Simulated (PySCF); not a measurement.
**SnO⁺: one state, many levels of theory**

State: ²Π (doublet), unpaired electrons π ↑. Set-up: PySCF, scalar-relativistic core potentials, basis sets Sn aug-cc-pVDZ-PP with ECP28, O aug-cc-pVDZ. De refers to Sn⁺ + O in their high-spin ground configurations, without counterpoise correction. The functionals are run spin-unrestricted. A positive dipole points towards O; it is taken about the centre of mass and depends on that origin. Levels whose curve was spin-contaminated or gave no clean fit are not listed.

| Level | Re (Å) | ωe (cm⁻¹) | De (eV) | μ (D) | CPU s a point (SCF and correlation, without the integrals) |
| --- | --- | --- | --- | --- | --- |
| UHF | 1.974 | 678 | 1.22 | -3.01 | 0.22 |
| UHF-CCSD | 2.003 | 636 | 2.78 | n/a | n/a |
| UHF-CCSD(T) | 2.012 | 619 | 2.94 | n/a | 11 |
| PBE | 2.033 | 591 | 3.58 | -2.45 | 0.84 |
| PBEsol | 2.019 | 605 | 3.78 | -2.34 | 0.66 |
| r²SCAN | 2.007 | 623 | 3.37 | -2.44 | 0.8 |
| TPSSh | 2.013 | 619 | 3.21 | -2.53 | 1 |
| PBE0 | 2.002 | 632 | 3.13 | -2.64 | 1.1 |
| B97-3 | 2.010 | 623 | 3.16 | -2.81 | 0.54 |

Task: Which functional lies closest to UHF-CCSD(T) in De, which farthest, and by how much do they differ from it?

Result: Closest is PBE0 (-1.0 pm in Re, +2.1 % in ωe, +0.19 eV in De against UHF-CCSD(T) in the same basis), farthest PBEsol (+0.7 pm in Re, -2.3 % in ωe, +0.84 eV in De). CCSD(T) converges more slowly with the basis than the functionals do and binds too weakly in this one, so the order can change at the basis-set limit.

Task: What does the step from GGA to meta-GGA do here, going from PBE to r²SCAN?

Result: r²SCAN less PBE: -2.6 pm in Re, +5.4 % in ωe, -0.21 eV in De. 

Task: What does the triples do here, going from UHF-CCSD to UHF-CCSD(T)?

Result: UHF-CCSD(T) less UHF-CCSD: +0.9 pm in Re, -2.7 % in ωe, +0.16 eV in De. Correlation nearly always deepens the well. The bond lengthens, as in strong covalent bonds, where excitations into antibonding orbitals dominate.

Correlated steps freeze 5 core orbitals. Correlated levels converge slowly with the basis: in double zeta they bind strong bonds too weakly, by up to about 1 eV, and carry superposition errors of some tenths. These are scalar-relativistic numbers at best; spin–orbit coupling would shift them, the dissociation energy most. For an ion De counts to the pair picked by the measured ionisation energies or electron affinities, which need not be the lowest pair at this level. The state was picked by a PBE0 search and need not be the measured ground state.

The whole job (state search and all levels along the bond) took about 3 min on 1 thread of Intel Xeon Platinum 8259CL @ 2.50GHz (shared host), peak memory 0.73 GiB.
